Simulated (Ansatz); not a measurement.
Gas-phase reaction R1 → P1 + P2, each structure at its B3LYP-D3(BJ)/def2-TZVP stationary point, reached from a drawn start (curvature not checked).
R1: BCl2 (SMILES Cl[B]Cl), charge 0, multiplicity 2.
P1, BCl (SMILES [B]Cl) (charge 0, multiplicity 1):
| atom | x (Å) | y (Å) | z (Å) |
|---|---|---|---|
| B | -0.8608 | 0.0000 | 0.0000 |
| Cl | 0.8608 | 0.0000 | 0.0000 |
P2: Cl atom, charge 0, multiplicity 2.

P less R. No zero-point or thermal terms; singlets are restricted closed shells; open shells are unrestricted; no spin–orbit coupling.

Cores are frozen in the correlated methods.

Programs: Ansatz (a first-principles code) with Gaussian orbitals. Each number belongs to the level named beside it.

Q: One of these levels gives 74.69 kcal/mol for the reaction energy. Which?
A. PBE/def2-TZVPP
B. B3LYP/def2-TZVPP
C. CCSD/cc-pV(T+d)Z

A: C, CCSD/cc-pV(T+d)Z. The others give 89.89 (PBE/def2-TZVPP), 81.70 (B3LYP/def2-TZVPP)
